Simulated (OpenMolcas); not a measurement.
**Tm2+: effect of the metal basis and ligand basis**

Tm2+ with 8 ligands (fluoride) in square antiprismatic coordination (D4d) at 2.47 Å, a polar angle of 55.6° against the regular 57.3°. A charge of +0.75 e stands 2.4 Å behind each ligand.

| Property | Result |
| --- | --- |
| Program | OpenMolcas 26.06 |
| Method | SS-CASPT2, IPEA 0.25 Eh, imaginary shift 0.1 Eh (closed shells correlated: 5s 5p and the ligand valence shells) |
| Spin-orbit coupling | RASSI with atomic mean-field integrals over the reference wave functions |

Fixed: active space 13 electrons in 7 orbitals (4f), DKH2 Hamiltonian.

Energies in cm-1 above the lowest state or level, χT in cm3 K/mol.

```json
{"Run": "A", "Metal basis": "ANO-RCC-VDZP", "Ligand basis": "ANO-RCC-VDZP", "Ground state": "2S+1 = 2", "First state of that spin": "79", "First gap with spin-orbit (degeneracies)": "72 (2, 2)", "Width of lowest J": "226", "χT at 300 K": "2.542", "Cost": "roughly 3 core-minutes"}
{"Run": "B", "Metal basis": "ANO-RCC-VTZP", "Ligand basis": "ANO-RCC-VTZP", "Ground state": "2S+1 = 2", "First state of that spin": "92", "First gap with spin-orbit (degeneracies)": "83 (2, 2)", "Width of lowest J": "250", "χT at 300 K": "2.535", "Cost": "roughly 30 core-minutes"}
```

Against A, the width of the lowest J multiplet changes by +10.6 % in B.

Costs are those of the CASPT2 steps.

Over all roots computed the reference weight is 0.62 in A, 0.59 in B; a low but even weight reflects the number of correlated electrons. Splittings of an f shell from a small cluster at a set distance can be off by tens of per cent, mostly too small. No measured value stands beside these numbers; the geometry was imposed, not optimised, and the real ion may take another.

A state without a sure symmetry label is named by its multiplicity alone.
